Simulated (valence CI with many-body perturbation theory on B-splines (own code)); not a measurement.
## Questions on W53+

Calculated by relativistic CI+MBPT: three valence electrons over a frozen Dirac-Fock core [Ar], radial functions for each j: 7 s, 7 p, 8 d, 6 f, 4 g, 1 h, with the one-electron correlation potential Σ1, the two-electron term Σ2, the three-electron term Σ3, Breit, model QED; selected CI, second order for the rest, scaled by the run's own slope (own B-spline code, finite nucleus).

No measured spectrum was set against this ion. As an estimate, large intervals hold to a few tenths of a per cent, small ones and those within an open d or f shell to about a per cent. The list stops below the first excitations out of the core. Only levels of the ground parity were solved; by the run's estimate the other parity begins above the list, which can be wrong where configurations are misplaced.

Levels are named by their leading jj configuration (3d3/2^4 stands for four electrons in 3d with j = 3/2), which in mixed levels can hold well under half, so a name can repeat and another be missing.

Rates and lifetimes use the calculated energies. Strong lines usually hold to 10 to 20 %, long lifetimes can be off by a factor of two.

Problem. What is the ground level?

Solution. (3d3/2^3) J=3/2, composition 44 % 3d3 4F + 40 % 3d3 2D + 11 % 3d3 2P, g = 0.720.

Problem. How well does LS coupling describe the low levels?

Solution. Among the lowest 17 levels the leading LS term, summed over configurations, holds 57 % on average. For single configurations the figures are 57 % in LS and 98 % in jj coupling. Terms mix most in the J = 3/2 level at 71.92 eV, where the leading one holds 38 %.

Problem. What is the ionisation energy?

Solution. 5056.6 eV; NIST lists 5063 ± 4 eV (semi-empirical).
